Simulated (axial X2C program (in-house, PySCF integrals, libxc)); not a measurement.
## TaSi⁻ at several levels of theory

All values were computed with an in-house relativistic program for diatomic molecules. Spin-free means the one-electron spin-free X2C Hamiltonian; two-component (2c) means X2C with spin–orbit coupling and atomic mean-field two-electron Coulomb and Gaunt terms, so the difference of the two also holds small scalar two-electron terms. Basis: Ta dyall-acv3z [14s15p10d7f4g], Si dyall-av3z [9s8p3d2f] (cores contracted in-house); Gaussian nuclei, density fitting, unrestricted open shells. Masses: Ta 180.948 u, Si 27.977 u.

Input file and command:
```json
{"zs": [73, 14], "q": -1, "bas": ["dyall-acv3z", "dyall-av3z"], "levels": ["PBE0", "HF", "TPSS"], "cc": true, "r0": 2.62, "thr": -1.0, "nmax": 90, "npts": 10, "nst": 2, "ntry": 6}
```
```bash
python so2c.py task.json out
```

Keys: zs atomic numbers; q charge; bas basis sets; levels methods; cc coupled cluster on or off; r0 starting distance in Å; thr threshold in hartree for freezing inner shells (an s shell follows its p shell); nmax most natural virtual spinors; npts points on the curve; nst determinants followed; ntry starts of the search. HF also brings MP2.

State, spin-free: M_S = 1, Λ = 2 (beyond evenly filled blocks: σα, δ+α); electrons by block: σα: 18, σβ: 17, π+α: 9, π+β: 9, π-α: 9, π-β: 9, δ+α: 4, δ+β: 3, δ-α: 3, δ-β: 3, φ+α: 1, φ+β: 1, φ-α: 1, φ-β: 1. Fragments: Ta + Si-.

State, 2c: Ω = 1 (⟨Sz⟩ = -0.96, ⟨Lz⟩ = 1.96 at PBE0); electrons by block: 1/2: 26, -1/2: 27, 3/2: 13, -3/2: 12, 5/2: 4, -5/2: 4, 7/2: 1, -7/2: 1. Fragments: Ta + Si-.

```csv
Hamiltonian,level,Re (Å),ωe (cm⁻¹),ωexe (cm⁻¹),αe (cm⁻¹),De (eV),k (mdyn/Å),μ (D)
spin-free,PBE0,2.277,409.3,2.55,0.000824,3.12,2.39,-5.70
spin-free,HF,2.560,198.6,1.87,0.00123,0.991,0.563,-2.93
spin-free,CCSD,2.303,401.1,2.31,0.00072,2.48,2.3,n/a
spin-free,CCSD(T),2.297,418.8,1.93,0.000623,2.76,2.5,n/a
spin-free,TPSS,2.279,434.7,2.16,0.000599,3.56,2.7,-5.77
2c,PBE0,2.279,406.8,2.49,0.000814,n/a,2.36,-5.71
```

Correlated methods: 10 electrons correlated (number of frozen shells: Ta 5 s, 4 p, 2 d, 1 f; Si 2 s, 1 p), 336 virtual spin orbitals or spinors in MP2, 90 natural virtuals in coupled cluster.

Dipoles are positive if Si is the positive end and refer to the centre of mass.

The state is a single determinant with fixed occupations, the lowest that a limited PBE0 search found. Dissociation energies refer to the lowest single-determinant-based atoms at the same level and basis. De is not given where an atomic determinant may have missed its ground term or J level, or where the truncated virtual space spoils (T). Density functionals use the spin component along the axis (collinear). CCSD and (T) use frozen natural virtuals with an MP2 correction for the truncation; (T) itself is uncorrected, so its De runs slightly low. Other states lie close and PBE0, whose exact exchange favours high spin, may order them wrongly; the determinant shown need not be the ground state. The nearest other spin-free determinant of the search, M_S = 1, Λ = 3, lies 0.48 eV up at the distance of the search. Without a current term, density functionals place determinants with orbital angular momentum somewhat too high. With several unpaired electrons one determinant need not be a pure state. The outer-core s and p shells of the metal are frozen in the correlated rows, which leaves out core–valence correlation; for alkali and alkaline-earth bonds that tends to lengthen them. The highest occupied level of some functionals is positive through self-interaction error; at Hartree–Fock it is bound. The determinant is spin-polarised beyond a pure state at some levels (its spin-free form has ⟨S²⟩ too high), which makes Re and μ there less reliable. The T1 diagnostic is large, a sign of multireference character. With the outer-core shells frozen, correlated bond lengths of heavy atoms tend to come out a few hundredths of an ångström too long. Hartree–Fock gets electron affinities wrong, so its lowest charge split need not be the true one.

No reliable constants came from CCSD (2c), CCSD(T) (2c), HF (2c), MP2 (2c), MP2 (spin-free), TPSS (2c): no minimum in range, unconverged points, a curve that is not smooth, a change of character along it, or the two Hamiltonians disagreeing along it.

Rough cost a point (2c) on 1 thread(s) of a shared host, integrals apart: PBE0 2.9 s.

The whole task took 10 min on 1 thread of Arm Neoverse V1, with other jobs on the host.
